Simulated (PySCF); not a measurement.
C2H4BrClSi. Atoms are numbered in the order given.

```xyz
9

Si    -0.0964    -0.1882    -0.8311
Cl     0.8374     1.5216    -1.5617
Br     0.6605    -0.6518     1.2243
C     -1.9371     0.1002    -0.7837
C     -2.7026     0.0007     0.3200
H      0.3045    -1.3181    -1.7270
H     -2.4099     0.3764    -1.7455
H     -2.2693    -0.2646     1.2999
H     -3.7904     0.1826     0.2905
```

Geometry: PBE-D3(BJ)/def2-SVP. Other conformers were not sampled.

Level of theory: SMD-B3LYP/def2-SVP (PySCF).

Solvation free energies are E(SMD) − E(gas) at the gas-phase geometry, for 1 M in both phases. Bromine has the revised SMD18 radius of 2.60 Å. In vacuum the dipole moment is 2.03 D.

Computed solvation free energies in water, cyclohexanone, chlorobenzene:
```json
[
 {"solvent": "water", "ΔG(solv) (kcal/mol)": "0.4", "its non-electrostatic (CDS) part": "2.8", "dipole (D)": "2.66"},
 {"solvent": "cyclohexanone", "ΔG(solv) (kcal/mol)": "-3.4", "its non-electrostatic (CDS) part": "-1.2", "dipole (D)": "2.61"},
 {"solvent": "chlorobenzene", "ΔG(solv) (kcal/mol)": "-4.4", "its non-electrostatic (CDS) part": "-2.5", "dipole (D)": "2.51"}
]
```
